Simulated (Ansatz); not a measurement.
A series at In: from `[Cl][In]([Cl])[Cl]`, ligands are replaced one by one, each step taking up H–F and setting free HCl; n counts the steps. Ansatz, PBE0-D4/def2-TZVP geometries.

```csv
n,molecule,"HOMO energy, ωB97M-V/def2-TZVPP (eV)"
0,`[Cl][In]([Cl])[Cl]`,-11.74
1,`[F][In]([Cl])[Cl]`,-11.91
2,`[F][In]([F])[Cl]`,-12.20
3,`[F][In]([F])[F]`,?
```

**Question.** By hand: fit a straight line y = ȳ + b (n − n̄) to the 3 given rows and predict n = 3.

**Answer.** n̄ = 1.000, ȳ = -11.950; Σ(n − n̄)(y − ȳ) = -0.460, Σ(n − n̄)² = 2.000, so b = -0.230 eV a step. Prediction: -11.950 + (-0.230) × (2.000) = -12.41 eV.

**Question.** By hand: compare with the computed value, -13.63 eV, and give the steps along the whole series.

**Answer.** The line misses by -1.22 eV (computed minus predicted). Steps: -0.17, -0.29, -1.43 eV.

One step carries most of the change, so a line is a poor guide. The highest orbital can change its character along such a series. The miss is 64.6 % of the series' range.
